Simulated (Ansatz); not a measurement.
Abstraction of H: SiH3(GeH3) + C2H2FSn → GeH3(SiH2) + C2H3FSn

Species: SiH3(GeH3), singlet; C2H2FSn `C#[C][SnH][F]`, doublet; GeH3(SiH2), doublet; C2H3FSn `C#[C][SnH2][F]`, singlet. A radical takes H: the energy is the difference in strength between the Si–H bond broken and the Sn–H bond made.

Shapes, held fixed at every level: PBE0-D4/def2-TZVP. Programs: Ansatz 0.2.0. The zero-point and thermal change to 298 K, harmonic and unscaled (PBE0-D4/def2-TZVP), is -3.1 kJ/mol.

| level | kind | ΔH(298 K) (kJ/mol) | less CCSD(T)/def2-TZVPP | CPU time (sum over the molecules) |
| --- | --- | --- | --- | --- |
| SPW92/def2-TZVPP | LDA | +60.7 | +9.6 | 11 s |
| PBE-D4/def2-TZVPP | GGA | +61.1 | +10.0 | 21 s |
| B3LYP-D4/def2-TZVPP | global hybrid | +64.1 | +13.0 | 36 s |
| PBE0-D4/def2-TZVPP | global hybrid | +55.2 | +4.1 | 26 s |
| wB97M-V/def2-TZVPP | range-separated hybrid | +63.5 | +12.4 | 94 s |
| wB97X-V/def2-TZVPP | range-separated hybrid | +56.7 | +5.6 | 69 s |
| CCSD/def2-TZVPP | coupled cluster or CI | +50.5 | -0.6 | – |
| CCSD(T)/def2-TZVPP | coupled cluster or CI | +51.1 | 0.0 | 15 min |

The highest level, CCSD(T)/def2-TZVPP, gives ΔH(298 K) = +51.1 kJ/mol; the levels span +50.5 to +64.1. The column of differences is taken from that level and isn't an error. No measured value is set beside it here. Open shells run unrestricted unless RO is named. For atoms past krypton def2 sets carry core potentials with scalar relativity. Relativity is left out for Ge unless named. Correlated rows may include outer-core shells of Ge, Sn, which these sets cover unevenly. Times are processor times on shared x86 and Arm servers, and rough.
